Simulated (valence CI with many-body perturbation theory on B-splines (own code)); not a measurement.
Values are calculated unless marked as measured or tabulated.
## Sensitivity of CI+MBPT for Bi⁵⁰⁺

Method: relativistic CI+MBPT: five valence electrons over a frozen Dirac-Fock core [Ar] 3d10, radial functions for each j: 6 s, 6 p, 5 d, 3 f, 1 g, with the one-electron correlation potential Σ1 (screened to all orders), the two-electron term Σ2, the three-electron term Σ3, Breit, model QED; selected single and double excitations, second order for the rest, scaled by the run's own slope (own B-spline code, finite nucleus).

No measured spectrum was set against this ion. As an estimate, large intervals hold to a few tenths of a per cent, small ones and those within an open d or f shell to about a per cent. Among the levels kept, up to 380 cm⁻¹ of a level comes from second order outside the variational space, and about a tenth of that is noise between levels of different J, which matters for small intervals.

The reference run has the lowest level (4s^2 4p1/2^2 4p3/2) J=3/2 and an ionisation energy of 2837.36 eV. Its largest variational space holds 9999 state functions.

Levels are named by their leading jj configuration (3d3/2^4 stands for four electrons in 3d with j = 3/2), which in mixed levels can hold well under half, so a name can repeat and another be missing. Letters in brackets count levels of one name in rising energy.

Changed runs:
A. selection threshold (hartree) 2e-08 → 1e-05
B. highest l with Σ1, explicit Σ2 and valence Breit (higher l get mean screening factors) 3 → 0
C. Breit term on → off; QED terms on → off
D. highest l in the core sums 6 → 2 (bad on purpose)

Excitation energies of the reference run in cm⁻¹, and shifts in cm⁻¹:

```tsv
Level	Reference	A	B	C	D
(4s^2 4p1/2 4p3/2^2) J=3/2	1366720	-0.6	-3086	+14367	-1885
(4s^2 4p1/2 4p3/2^2) J=5/2	1418390	-2.7	-1682	+15084	-1377
(4s^2 4p1/2 4p3/2^2) J=1/2	1484110	-1.7	-1704	+14142	-796
(4s^2 4p1/2^2 4d3/2) J=3/2	1504950	-0.7	+2145	+6983	+1210
(4s^2 4p1/2^2 4d5/2) J=5/2	1867850	-1.7	+4883	+12589	+3227
(4s 4p1/2^2 4p3/2^2) J=5/2	2357230	-0.5	-4581	+18154	-1444
(4s 4p1/2^2 4p3/2^2) J=1/2	2498890	-3.2	-2810	+17549	+556
(4s 4p1/2^2 4p3/2^2) J=3/2	2514880	-8.9	-86	+18029	+2488
(4s^2 4p3/2^3) J=3/2	2860290	+1.3	-4732	+28682	-2806
(4s^2 4p1/2 4p3/2 4d3/2) J=5/2 [a]	2863120	-1.1	-207	+22164	-670
(4s^2 4p1/2 4p3/2 4d3/2) J=3/2 [a]	2869320	-1.6	-8.4	+21756	-146
(4s^2 4p1/2 4p3/2 4d3/2) J=1/2 [a]	2870460	-1.6	-811	+21216	-336
Ionisation energy (eV)	2837.36	+0.00094	+8.53	+2.57	-0.36
```
